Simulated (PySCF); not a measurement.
# One molecule, several mistakes: B2H5OSi cation

All numbers below are calculated, not measured. The program is PySCF 2.14.0, an open-source quantum chemistry code, run on an isolated molecule that a program drew, which may never have been made. The molecule is B2H5OSi cation (charge +1, singlet), drawn as the SMILES string `B[Si+](B)O`.

Each row is a Hartree-Fock (HF) and frozen-core CCSD(T) single point in the cc-pV(D+d)Z basis, meant for a local HF minimum. Run 1 is clean. Each other run has one planted mistake out of seven kinds, and not every kind appears here: one electron removed, one electron added, multiplicity raised by two, geometry at a saddle point, minimal basis STO-3G, one bond length entered in bohr, all coordinates scaled. The reference is restricted for singlets and unrestricted otherwise, and also for a bond in bohr. Adding or removing an electron swaps singlet and doublet. Electrons count all cores. HOMO and LUMO are orbital energies over both spins, the gradient is its largest component, and the lowest frequency (negative if imaginary) is given only where the gradient is small. Bond lengths are over the 8 bonds as drawn. T1 is the CCSD diagnostic: over 0.02 (restricted) or 0.045 (unrestricted) a single reference is doubtful.

Geometry of the clean run:
```xyz
9
B2H5OSi cation, angstrom
B    -1.9187    0.0944   -0.3913
Si    0.0832   -0.2623   -0.5017
B     1.3630   -1.0094    0.9022
O     0.6485    0.1309   -1.9357
H    -2.6680   -0.7750   -0.7053
H    -2.2853    1.1632   -0.0184
H     1.5250   -2.1875    0.9583
H     1.9102   -0.2501    1.6378
H     1.5329    0.0773   -2.2805
```

```
run  electrons  basis functions  <S^2>  HOMO (eV)  LUMO (eV)  gradient (hartree/bohr)  lowest frequency (cm^-1)  mean bond (Å)  longest bond (Å)      T1  HF (hartree)  CCSD(T) (hartree)                          mistake
  1         36               90  0.000     -16.48      -4.76                  2.9e-05                       130         1.4225             2.041  0.0153    -415.79788         -416.27427                         no fault
  2         36               90  0.000     -16.37      -5.98                  5.5e-05                      -174         1.4290             2.071  0.0164    -415.79074         -416.26785       geometry at a saddle point
  3         36               90  2.031     -13.11      -7.67                  2.5e-02                         -         1.4225             2.041  0.0413    -415.66728         -416.15296       multiplicity raised by two
  4         36               90  0.000     -16.21      -4.67                  3.6e-02                         -         1.4822             2.127  0.0170    -415.78533         -416.26851           all coordinates scaled
  5         36               90  0.714     -15.02      -4.95                  2.0e-02                         -         1.5548             2.249  0.0598    -415.67628         -416.15154  one bond length entered in bohr
  6         37               90  0.770      -6.15       0.78                  4.4e-02                         -         1.4225             2.041  0.0374    -415.99485         -416.50129                                ?
```

**Which mistake was planted in run 6, and what did it cost?**

It counts 37 electrons, one more than the clean run, at the same geometry and basis. So the mistake is: one electron added. Subtracting run 1 and multiplying by 627.51 kcal/mol a hartree, the energy moved by -123.6 kcal/mol in HF and -142.5 kcal/mol in CCSD(T).

Cautions from the logs. Run 5: T1 is over the limit, so its CCSD(T) energy is less reliable.
